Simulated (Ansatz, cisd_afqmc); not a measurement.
System: PNH, charge 1, singlet. A triplet may lie lower; no result for it is given here. PNH+ (SMILES [NH+]#P).
B3LYP-D3(BJ)/def2-TZVP minimum from Ansatz (an electronic-structure program):
```xyz
3

N      0.0000     0.0000    -0.9047
P      0.0000     0.0000     0.5502
H      0.0000     0.0000    -1.9194
```
Charge +1, spin multiplicity 1.

Total energies in cc-pV(D+d)Z, 10 correlated electrons, 6 frozen orbitals. UHF or UKS for unpaired electrons; spin-orbit terms are left out. Correlated methods leave the cores frozen. No relativity. AFQMC/CISD: phaseless, guided by CISD from CCSD amplitudes; bars are statistical, one sigma. Outlying blocks are dropped, and bars are widened where a walk drifts. Over all cases where full CI ran beside it in this data, AFQMC minus full CI had a median of +0.1 mEh and passed +0.4 mEh in a tenth of the cases. The restricted determinant of HNP+ ([NH+]#P, singlet) is unstable towards broken spin symmetry in at least one set run.

```
method         program         energy (Eh)  minus CCSDTQ (mEh)
----------  ----------  ------------------  ------------------
HF              Ansatz          -395.47616              301.68
MP2             Ansatz          -395.74920               28.63
CCSD            Ansatz          -395.76282               15.02
CCSD(T)         Ansatz          -395.77591                1.93
CCSDT(Q)        Ansatz          -395.77811               -0.27
CCSDTQ          Ansatz          -395.77784                0.00
AFQMC/CISD  cisd_afqmc  -395.7770 ± 0.0004           0.8 ± 0.4
```

Rough core times of Ansatz's runs on a shared machine: CCSD(T) under 20 s, CCSDT(Q) under 20 s, CCSDTQ 2 min.
